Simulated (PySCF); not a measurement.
An unknown is described by computed data only.

Formula: C7H14Si2.

- Triplet: lowest triplet excitation (Tamm–Dancoff): 4.35 eV [TDA wB97X-D/def2-SVPD]
- Dipole: 1.37 D [wB97X-D/def2-SVPD]
- Valence photoelectron: vertical ionisation energy: 9.63 eV [ΔSCF wB97X-D/def2-SVPD]
- UV, first state: lowest singlet excitation: 6.55 eV (189 nm, f = 0.000) [TDDFT wB97X-D/def2-SVPD]
- Rotational structure: rotational constants A, B, C: 2.110, 0.466, 0.398 GHz [PBE0-D3(BJ)/def2-SVP]
- 1H NMR: chemical shifts (computed TMS as zero) by class: 6.36 (1 H), 6.34 (1 H), 6.32 (1 H), 4.49 (1 H), 4.08 (1 H), 3.93 (3 H), 2.41 (1 H), 2.13 (1 H), 1.20 (1 H), 1.09 (1 H), 0.83 (1 H), 0.63 (1 H) ppm [GIAO PBE0/pcSseg-1]
- UV, strongest line: among the 10 lowest singlet transitions: S5 at 7.15 eV (173 nm, f = 0.575) [TDDFT wB97X-D/def2-SVPD]
- NMR, other nuclei: isotropic shieldings of nuclei other than C and H, by class: 386 (1 Si), 418 (1 Si) ppm [GIAO PBE0/pcSseg-1]
- 13C NMR: chemical shifts (computed TMS as zero) by class: 146.1 (1 C), 140.8 (1 C), 91.7 (1 C), 77.3 (1 C), 28.5 (1 C), 24.4 (1 C), 16.2 (1 C) ppm [GIAO PBE0/pcSseg-1]
- Polarisability: 138.7 au [wB97X-D/def2-SVPD]

The electronic properties come from PySCF, for the isolated species, density fitting. Levels stand in brackets. One conformer (not necessarily the lowest) at the PBE0-D3(BJ)/def2-SVP geometry, without solvent, vibrations or thermal averaging. Each NMR value is the plain mean over a class of atoms that symmetry, rotation or inversion makes alike.

Q: What is the compound? Reason from the data.

A: Numbering: `[CH:1]#[C:2][C@@H:3]([CH2:4][SiH3:5])[CH2:6][SiH2:7][CH:8]=[CH2:9]`. Its formula, C7H14Si2, gives 3 degrees of unsaturation: 0 rings and 3 π bonds in the structure found. 7 carbons fall into 7 classes; from least to most shielded: terminal =CH2 carbon [C9] (146.1 ppm), alkene CH carbon [C8] (140.8 ppm), alkyne carbon [C2] (91.7 ppm), terminal alkyne carbon [C1] (77.3 ppm), propargylic carbon [C3] (28.5 ppm), sp3 carbon bound to silicon [C6] (24.4 ppm), sp3 carbon bound to silicon [C4] (16.2 ppm). Hydrogen classes from least to most shielded: 1 H on a terminal =CH2 carbon, C9 (6.36 ppm), 1 H on an alkene CH carbon, C8 (6.34 ppm), 1 H on a terminal =CH2 carbon, C9 (6.32 ppm), 1 H on an SiH2 silicon, Si7 (4.49 ppm), 1 H on an SiH2 silicon, Si7 (4.08 ppm), 3 H on an SiH3 silicon, Si5 (3.93 ppm), 1 H on a propargylic carbon, C3 (2.41 ppm), 1 H on a terminal alkyne carbon, C1 (2.13 ppm), 1 H on an sp3 carbon bound to silicon, C6 (1.20 ppm), 1 H on an sp3 carbon bound to silicon, C6 (1.09 ppm), 1 H on an sp3 carbon bound to silicon, C4 (0.83 ppm), 1 H on an sp3 carbon bound to silicon, C4 (0.63 ppm). The other shieldings belong to: 386 ppm, SiH2 silicon [Si7]; 418 ppm, SiH3 silicon [Si5]. The first electron is taken from the HOMO, whose largest Löwdin shares are 0.26 on the terminal alkyne carbon, 0.24 on the alkyne carbon, 0.10 on an sp3 carbon bound to silicon and 0.10 on the terminal =CH2 carbon. The optimised geometry has point group C1 and is an asymmetric top. Structure: `[SiH3]C[C@@H](C[SiH2]C=C)C#C`. Computed isomers that give other values at the same levels: `[SiH3]C#C[SiH2]C1CCCC1` (rotational constant A: 1.696 GHz; this holds for the one conformer computed). The assignments are read from this structure; whether some other isomer fits the data as well wasn't checked. The mirror image fits equally.

The values belong to the conformer `[CH:1]#[C:2][C@@H:3]([CH2:4][SiH3:5])[CH2:6][SiH2:7][CH:8]=[CH2:9]`: C2–C3–C4–Si5 -53°, C2–C3–C6–Si7 175°, C3–C6–Si7–C8 -165°, C6–Si7–C8–C9 117°.
